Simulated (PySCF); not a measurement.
# C4H8PSi: g tensor and hyperfine couplings

C4H8PSi (doublet state).
Cartesian coordinates in Å at the GFN2-xTB level; atoms count from 1:
```
atom  x, y, z in Å
C1    -2.8288   -0.6382   -0.3279
C2    -2.2864   -0.3546    1.0177
C3    -0.9233    0.1258    0.8149
C4     0.1887    0.5184    0.5568
Si5    1.9164    1.0755    0.2386
P6     3.2571   -0.6493    0.7642
H7    -3.2193    0.1643   -0.9232
H8    -2.5904   -1.5637   -0.8156
H9    -2.8613    0.4220    1.5308
H10   -2.2522   -1.2530    1.6411
H11    2.2617    2.1877    1.1309
H12    2.0267    1.4852   -1.1689
H13    2.9372   -1.4073   -0.3477
H14    4.3732   -0.1133    0.1462
```

The hyperfine couplings belong to this conformer and change with its torsions.

Identity: `[CH2]CC#C[SiH2]P` [radical].

Computed, not measured: UKS B3LYP, pcH-1 on C H P Si, non-relativistic, mean-field spin-orbit, GIAO (PySCF 2.14.0). The structure is a single GFN2-xTB conformer in the gas phase; no vibrational or solvent corrections. Couplings are sensitive to structure, and on GFN2-xTB geometries they can be far from those on DFT ones. Stability of the SCF solution: not tested.

```
g1, g2, g3                      : 2.00216, 2.00272, 2.00276
g_iso                           : 2.00255
Form of g                       : close to axial: the two nearest values differ by 8 % of g3 − g1
⟨S²⟩                            : 0.7538 (exact 0.7500)
HOMO–LUMO gap, α and β orbitals : 5.84, 5.10 eV
Total energy                    : -788.00370 Eh
```

Hyperfine couplings atom by atom, in 10⁻⁴ cm⁻¹; T1 to T3 are the principal values of the dipolar part; ρ(0) is the spin density at the nucleus (1 × 10⁻⁴ cm⁻¹ = 2.998 MHz):

```json
{"atom": "C1", "isotope": "13C", "a_iso": "34.4", "of which spin–orbit": "0.0", "T1": "-27.5", "T2": "-27.2", "T3": "54.7", "Mulliken spin population": "1.07", "ρ(0) (bohr⁻³)": "0.0919"}
{"atom": "C2", "isotope": "13C", "a_iso": "-8.4", "of which spin–orbit": "0.0", "T1": "-0.9", "T2": "0.2", "T3": "0.7", "Mulliken spin population": "-0.07", "ρ(0) (bohr⁻³)": "-0.0223"}
{"atom": "C3", "isotope": "13C", "a_iso": "35.1", "of which spin–orbit": "0.0", "T1": "-2.4", "T2": "-1.0", "T3": "3.4", "Mulliken spin population": "0.01", "ρ(0) (bohr⁻³)": "0.0935"}
{"atom": "C4", "isotope": "13C", "a_iso": "2.7", "of which spin–orbit": "0.0", "T1": "-2.0", "T2": "-1.3", "T3": "3.3", "Mulliken spin population": "0.06", "ρ(0) (bohr⁻³)": "0.0071"}
{"atom": "Si5", "isotope": "29Si", "a_iso": "0.7", "of which spin–orbit": "0.0", "T1": "-0.1", "T2": "0.0", "T3": "0.1", "Mulliken spin population": "0.00", "ρ(0) (bohr⁻³)": "-0.0023"}
{"atom": "P6", "isotope": "31P", "a_iso": "0.0", "of which spin–orbit": "0.0", "T1": "-0.1", "T2": "0.0", "T3": "0.1", "Mulliken spin population": "0.00", "ρ(0) (bohr⁻³)": "0.0000"}
{"atom": "H7", "isotope": "1H", "a_iso": "-20.2", "of which spin–orbit": "0.0", "T1": "-13.1", "T2": "-0.3", "T3": "13.4", "Mulliken spin population": "-0.04", "ρ(0) (bohr⁻³)": "-0.0135"}
{"atom": "H8", "isotope": "1H", "a_iso": "-20.2", "of which spin–orbit": "0.0", "T1": "-13.1", "T2": "-0.3", "T3": "13.4", "Mulliken spin population": "-0.04", "ρ(0) (bohr⁻³)": "-0.0135"}
{"atom": "H9", "isotope": "1H", "a_iso": "10.2", "of which spin–orbit": "0.0", "T1": "-1.7", "T2": "-1.5", "T3": "3.3", "Mulliken spin population": "0.01", "ρ(0) (bohr⁻³)": "0.0068"}
{"atom": "H10", "isotope": "1H", "a_iso": "10.3", "of which spin–orbit": "0.0", "T1": "-1.7", "T2": "-1.5", "T3": "3.2", "Mulliken spin population": "0.01", "ρ(0) (bohr⁻³)": "0.0069"}
{"atom": "H11", "isotope": "1H", "a_iso": "0.6", "of which spin–orbit": "0.0", "T1": "-0.2", "T2": "-0.2", "T3": "0.3", "Mulliken spin population": "0.00", "ρ(0) (bohr⁻³)": "0.0004"}
{"atom": "H12", "isotope": "1H", "a_iso": "1.6", "of which spin–orbit": "0.0", "T1": "-0.2", "T2": "-0.2", "T3": "0.4", "Mulliken spin population": "0.00", "ρ(0) (bohr⁻³)": "0.0011"}
{"atom": "H13", "isotope": "1H", "a_iso": "0.0", "of which spin–orbit": "0.0", "T1": "-0.2", "T2": "-0.1", "T3": "0.3", "Mulliken spin population": "0.00", "ρ(0) (bohr⁻³)": "0.0000"}
{"atom": "H14", "isotope": "1H", "a_iso": "0.0", "of which spin–orbit": "0.0", "T1": "-0.1", "T2": "-0.1", "T3": "0.2", "Mulliken spin population": "0.00", "ρ(0) (bohr⁻³)": "0.0000"}
```

Largest spin populations (Mulliken): C1 (+1.07) and C2 (-0.07). C1 is the only atom above +0.15. The positive populations add up to 1.16 and the negative ones to -0.16, together 2S = 1. The angles at C1 add up to 357.8°, so it is nearly planar; its axial dipolar tensor and the negative couplings of its protons fit spin in a p orbital normal to that plane.

Axes: g2 points within 9° of the C1–C2 bond.

Under fast tumbling the dipolar parts average out, and these isotropic splittings remain: 2 × 1H (H7/H8, I = 1/2, 3 lines) with 2.16 mT, 2 × 1H (H9/H10, I = 1/2, 3 lines) with 1.10 mT and 2 × 1H (H11/H12, I = 1/2, 3 lines) with 0.12 mT.

Class means assume fast exchange of nuclei equivalent by connectivity; if that motion is slow, each nucleus keeps its own coupling.

The 13C coupling of C3 (105.1 MHz) shows only in satellite lines or after enrichment, since that isotope makes up about 1.07 % of natural carbon.
